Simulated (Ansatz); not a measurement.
Geometry optimisation, RKS B3LYP-D4/def2-SVP in Ansatz.

The input (input.yaml):

```yaml
crystal:
  periodic: [false, false, false]
  atoms:
    - { symbol: Sn, position_ang: [-0.947987, 0.030957, 0.245464] }
    - { symbol: H, position_ang: [1.58629, -0.083143, 1.729527] }
    - { symbol: C, position_ang: [2.333858, -0.027027, 0.91781] }
    - { symbol: H, position_ang: [2.71438, -1.03379, 0.698118] }
    - { symbol: H, position_ang: [1.901508, 0.404491, -0.001949] }
    - { symbol: H, position_ang: [3.156289, 0.626779, 1.241175] }
    - { symbol: H, position_ang: [-0.654321, 1.314697, -0.964213] }
    - { symbol: H, position_ang: [-0.654017, -1.232963, -0.985033] }
basis:
  gaussian: { orbitals: def2-SVP }
hamiltonian:
  xc: b3lyp
  dispersion: d4
relax:
  f_tol: 0.03
  max_steps: 50
```

Launched with:

```bash
$ ansatz run input.yaml --threads 1 --pin off --max-ram 2048MiB --backend cpu --events-out ev --progress --plain --runs-dir out
```

**Question.** Where does it end, and by what steps?

**Answer.** It converged. After 5 steps the energy has fallen by 0.020 eV; H8 moved furthest, 0.26 Å.

```json
{"step": "0", "energy less start (eV)": "0.0000", "largest force component (eV/Å)": "0.102", "accepted": "yes"}
{"step": "1", "energy less start (eV)": "-0.0080", "largest force component (eV/Å)": "0.202", "accepted": "yes"}
{"step": "2", "energy less start (eV)": "-0.0061", "largest force component (eV/Å)": "0.249", "accepted": "no"}
{"step": "3", "energy less start (eV)": "-0.0182", "largest force component (eV/Å)": "0.052", "accepted": "yes"}
{"step": "4", "energy less start (eV)": "-0.0193", "largest force component (eV/Å)": "0.030", "accepted": "yes"}
{"step": "5", "energy less start (eV)": "-0.0196", "largest force component (eV/Å)": "0.028", "accepted": "yes"}
```

```xyz
8
Properties=species:S:1:pos:R:3
Sn -0.940 0.086 0.320
H 1.465 -0.171 1.608
C 2.256 -0.043 0.847
H 2.745 -1.012 0.678
H 1.849 0.326 -0.108
H 2.978 0.693 1.228
H -0.456 1.332 -0.873
H -0.460 -1.210 -0.819
```

The run took 11 s on 1 thread of Intel(R) Xeon(R) 6975P-C (Granite Rapids), on a shared host, peak memory 0.15 GiB.
